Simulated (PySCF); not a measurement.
Compound: C8H5F3O.
Structure used (GFN2-xTB), in Å, numbered top down from 1:
```xyz
17
C8H5F3O angstrom
F      3.0931    0.3278   -2.0074
C      2.1778    0.2112   -1.0267
C      2.5045    0.7240    0.2213
C      1.6148    0.6611    1.3036
C      0.4559    0.0165    0.9920
C      0.1492   -0.4894   -0.2530
C      0.9601   -0.4118   -1.3440
C     -0.8783   -0.6006    0.8181
O     -2.0039    0.2567    0.8056
C     -2.9943   -0.1314   -0.0223
F     -2.7349    0.2062   -1.3144
F     -4.1148    0.5176    0.3141
H      3.4689    1.1939    0.3382
H      1.8572    1.0881    2.2636
H      0.7447   -0.7627   -2.3397
H     -1.1085   -1.5735    1.2542
H     -3.1984   -1.2218   -0.0131
```

Probes without a nucleus sit at each ring's centroid and 1 Å off its mean plane on both sides; NICS is minus the shielding there, NICSzz its component along the normal. Level: GIAO PBE0/pcSseg-1 (PySCF, non-relativistic, gas phase) on the GFN2-xTB geometry, one conformer.

Ring bond lengths (Å), with Mayer bond orders in brackets: C2–C3 1.388 (1.46), C3–C4 1.402 (1.39), C4–C5 1.362 (1.44), C5–C6 1.378 (1.14), C6–C7 1.362 (1.40), C7–C2 1.404 (1.40); C5–C6 1.378 (1.14), C6–C8 1.488 (0.92), C8–C5 1.480 (1.01).

Give the NICS values of each ring in ppm.

| ring | type | NICS(0) | NICS(1), two faces | NICS(1)zz, two faces | rms pucker (Å) | centre to ring atoms, mean (Å) |
| --- | --- | --- | --- | --- | --- | --- |
| C2–C3–C4–C5–C6–C7 | 6-membered carbocycle; formal bonds all aromatic | -9.6 | -11.7 / -11.5 | -27.3 / -27.1 | 0.01 | 1.38 |
| C5–C6–C8 | 3-membered carbocycle; formal bonds 1 aromatic, 2 single | -23.4 | -10.6 / -7.8 | -22.0 / -13.3 | 0.00 | 0.84 |

What can be read from them?

- C2–C3–C4–C5–C6–C7: mean NICS(1)zz -27.2 ppm, shielded, aromatic by this magnetic criterion (flat ring, no four-coordinate atom), though in fused rings the probe also feels the neighbouring ring.
- C5–C6–C8: mean NICS(1)zz -17.6 ppm, shielded. C8 has four or more neighbours, and the NICS criterion for π rings isn't applied. The two faces differ by 8.7 ppm, so no symmetry operation interchanges them. NICS(0) lies 14 ppm below the mean NICS(1).

And the bond-length index? HOMA = 1 − mean of α(R − Ropt)² over the ring bonds, with Krygowski's 1993 parameters (CC: Ropt 1.388 Å, α 257.7 Å⁻²).

- C2–C3–C4–C5–C6–C7: HOMA 0.92 = 1 − EN − GEO, with mean bond length 1.383 Å, EN = α(Ropt − mean)² = 0.007 and GEO = α × variance = 0.076. The geometric and the magnetic index point the same way.
